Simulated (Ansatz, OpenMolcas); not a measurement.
## Predicting a hybrid from its neighbours: CH2Br2 (dibromomethane)

The species is CH2Br2 (5 atoms), meant as a singlet with charge 0. As SMILES, `BrCBr`. The coordinates come from a PBE0-D4/def2-TZVP relaxation.

The HOMO–LUMO gap y, in eV, basis def2-SVPD; a is the functional's share of exact exchange. Programs: Ansatz 0.2.0, OpenMolcas 26.06.

| functional | program | a | y (eV) |
| --- | --- | --- | --- |
| TPSS | OpenMolcas | 0 | 5.10 |
| revPBE | Ansatz | 0 | 4.90 |
| B3LYP | OpenMolcas | 0.2 | ? |
| PBE0 | Ansatz | 0.25 | 7.08 |
| BHLYP | OpenMolcas | 0.5 | 9.09 |

Fit y = c + s·a to the known rows and predict B3LYP.


1. Means of the 4 rows: a = 0.1875, y = 6.543.
2. Σ(Δa)² = 0.17188, Σ(Δa·Δy) = 1.4081, so the slope is 1.4081/0.17188 = 8.1923.
3. Intercept: 6.543 − (8.1923) × 0.1875 = 5.007. The largest residual of the fit is 0.11.
4. B3LYP: 5.007 + (8.1923) × 0.2 = 6.65 eV.

The run gave 6.55 eV, so the prediction is off by +0.10 eV, within the scatter of the fit. Exact exchange lowers occupied levels and raises empty ones. The rows mix families of semi-local functionals, which the line can't see.
